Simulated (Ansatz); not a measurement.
Basis-set series for CH5ClO2Si, SMILES `OC(O)[SiH2]Cl`. Charge 0, multiplicity 1. All single points use the PBE0-D4/def2-TZVP geometry. It is one conformer, not always the lowest.

```
functional       basis  functions  energy (Eh)  HOMO (eV)  LUMO (eV)
   PBE0-D4  def2-TZVPP        247   -940.92699      -8.01       0.11
   PBE0-D4  def2-QZVPP        461   -940.96140      -8.06      -0.11
   ωB97M-V  def2-TZVPP        247   -941.29274     -10.31       1.83
   ωB97M-V  def2-QZVPP        461   -941.32548     -10.36       1.37
```

Problem. Give the rows for def2-SVP. (Best estimate.)

Solution. The calculation gave: 
| functional | basis | functions | energy (Eh) | HOMO (eV) | LUMO (eV) |
| --- | --- | --- | --- | --- | --- |
| PBE0-D4 | def2-SVP | 103 | -940.43374 | -7.83 | 0.56 |
| ωB97M-V | def2-SVP | 103 | -940.79411 | -10.10 | 2.49 |

Positive LUMOs are unbound and depend on the basis.

Program: Ansatz 0.2.0.
